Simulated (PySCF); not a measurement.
# Frontier orbitals and the lowest excitations

Bis(E-2-bromo-1-methyl-1-propenyl) selenoxide, C₈H₁₂Br₂OSe.
Numbering: `[CH3:1]/[C:2]([Br:3])=[C:4](/[CH3:5])[Se:6](=[O:7])/[C:8]([CH3:9])=[C:10](\[CH3:11])[Br:12]` (hydrogens: H13, H14, H15 on C1; H16, H17, H18 on C5; H19, H20, H21 on C9; H22, H23, H24 on C11)

Structure used (PBE0-D3(BJ)/def2-SVP), in Å, numbered top down from 1:
```
atom  x, y, z in Å
C1     1.6020    1.7206   -0.2247
C2     2.0304    0.3072   -0.0282
Br3    3.6751   -0.1157   -0.8908
C4     1.3926   -0.6640    0.6327
C5     1.8082   -2.0767    0.8298
Se6   -0.3314   -0.2219    1.4995
O7    -0.7344   -1.6492    2.2063
C8    -1.3375   -0.2630   -0.1850
C9    -1.3548   -1.6133   -0.8055
C10   -1.9485    0.8575   -0.5889
C11   -2.0061    2.1896    0.0800
Br12  -2.9054    0.8406   -2.2420
H13    2.4388    2.4092   -0.0388
H14    1.2570    1.8841   -1.2585
H15    0.7820    1.9870    0.4577
H16    1.0577   -2.5947    1.4491
H17    1.9036   -2.5953   -0.1373
H18    2.7868   -2.1280    1.3329
H19   -0.4394   -1.7882   -1.3947
H20   -1.3968   -2.3677   -0.0031
H21   -2.2220   -1.7328   -1.4687
H22   -3.0531    2.5064    0.1990
H23   -1.5020    2.9566   -0.5284
H24   -1.5393    2.1628    1.0748
```

Method used: PySCF, TDDFT PBE0/def2-SVPD, vertical, gas phase, core orbitals frozen in the response. Relativistic effects, spin–orbit coupling among them, are left out although an element past zinc is present.

Kohn–Sham orbitals with the atoms that hold most of them (Löwdin shares over 4%, at most four atoms; ? is withheld):

| orbital | ε (eV) | atoms |
| --- | --- | --- |
| HOMO-3 | -7.95 | O7 43%, Br3 10%, C4 8%, Se6 8% |
| HOMO-2 | -7.75 | O7 37%, Br3 11%, C4 9%, Br12 9% |
| HOMO-1 | -7.39 | Br12 20%, C8 16%, C10 16%, C4 10% |
| HOMO | -7.05 | ? |
| LUMO | -1.25 | ? |
| LUMO+1 | -0.99 | Se6 21%, C10 15%, C8 12%, C4 9% |
| LUMO+2 | -0.59 | Br3 33%, C2 14%, Br12 12%, Se6 10% |

(1) Which atoms hold the HOMO, and with what shares?

(2) Which atoms hold the LUMO, and with what shares?

(3) The HOMO–LUMO gap is 5.80 eV. Where does the response calculation put the lowest singlet, and from which orbitals?

Results:

(1) O7 (bonded to Se) 34%; Se6 (bonded to 2 C and O) 18%; C4 (bonded to 2 C and Se) 11%; Br3 (bonded to C) 10%.

(2) C2 (bonded to Br and 2 C) 16%; C4 (bonded to 2 C and Se) 14%; C10 (bonded to Br and 2 C) 13%; C8 (bonded to 2 C and Se) 12%.

(3) S1 is at 4.69 eV (f = 0.0014), 1.11 eV below the gap, made of HOMO→LUMO (68%), HOMO→LUMO+1 (24%). Without the coupling terms of the response equations the lowest excitation would equal the gap.

Next come S2 at 4.81 eV (f 0.045), HOMO→LUMO+1 (61%), HOMO→LUMO (17%), HOMO-1→LUMO (12%); S3 at 5.12 eV (f 0.056), HOMO-1→LUMO (51%), HOMO-1→LUMO+1 (17%); S4 at 5.15 eV (f 0.028), HOMO→LUMO+2 (57%), HOMO-1→LUMO (8%); S5 at 5.36 eV (f 0.046), HOMO-2→LUMO (58%), HOMO-3→LUMO (20%).

Hardware: one thread, Arm Neoverse V1 (aarch64), no GPU, shared host. Cost: 5.7 min of wall time, 2.8 GiB resident at most.

One conformer stands for the species.
